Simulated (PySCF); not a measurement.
**Aluminium: a sound run and one with changed settings**

Sound run: Al⁺ [Ne] 3s2, Al²⁺ [Ne] 3s1. Computed with PySCF 2.14 in aug-cc-pVDZ-DK (5s4p2d, 27 functions), with scalar relativity by spin-free X2C-1e. The sound run starts from symmetry-adapted Hartree-Fock orbitals and uses a fine grid where one is needed.

A second run was set up differently.

| species | method | sound run (hartree) | changed run (hartree) | converged |
| --- | --- | --- | --- | --- |
| Al⁺ | UHF | -242.10380 | -242.10380 | yes |
| Al⁺ | BP86 | -242.59559 | -242.59585 | yes |
| Al⁺ | M06-L | -242.56349 | -242.56360 | yes |
| Al²⁺ | UHF | -241.45782 | -241.45782 | yes |
| Al²⁺ | BP86 | -241.90060 | -241.90088 | yes |
| Al²⁺ | M06-L | -241.87512 | -241.87525 | yes |

Ionisation energy of Al⁺:

```
method  sound run (eV)  changed run (eV)
   UHF          17.578            17.578
  BP86          18.912            18.911
 M06-L          18.732            18.731
```

Question: What was changed?
A. radial grid too coarse
B. level shift left on
C. minimal basis
D. all electrons correlated in a valence basis

Answer: A. It used radial step 0.3 in ln r (0.13 in the sound run). A coarse radial grid mis-integrates the density and the exchange-correlation energy, with errors of either sign; Hartree-Fock needs no grid.
